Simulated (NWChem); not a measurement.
Species: H$_{2}$TeO$_{2}$; SMILES O[Te]O

```xyz
5

Te     0.0000     0.0000     0.3377
O     -1.5151    -0.0599    -0.9450
H     -1.6987     0.8485    -1.2189
O      1.5151     0.0599    -0.9450
H      1.6987    -0.8485    -1.2189
```
Atoms are numbered in this order, from 1.

Program: NWChem. All runs use the structure optimised with PBE0/def2-SVP. def2 effective core potentials on Te; no spin-orbit coupling. Level PBE/def2-SVP: energy and gradient on several grids; changes count from the extra-fine grid, which is no exact limit either.

### Question
Which is the coarsest grid (coarse; medium; fine; xcoarse; xfine) from which on the energy stays within 500 μHa and each gradient component within 500 μHa/bohr of xfine?

### Answer
medium.
| grid | size of the energy change (μHa) | largest change of a gradient component (μHa/bohr) |
|---|---|---|
| xcoarse | 3000 | 10000 |
| coarse | 40 | 1000 |
| medium | < 10 | 100 |
| fine | < 10 | < 30 |
| xfine | < 10 | < 30 |
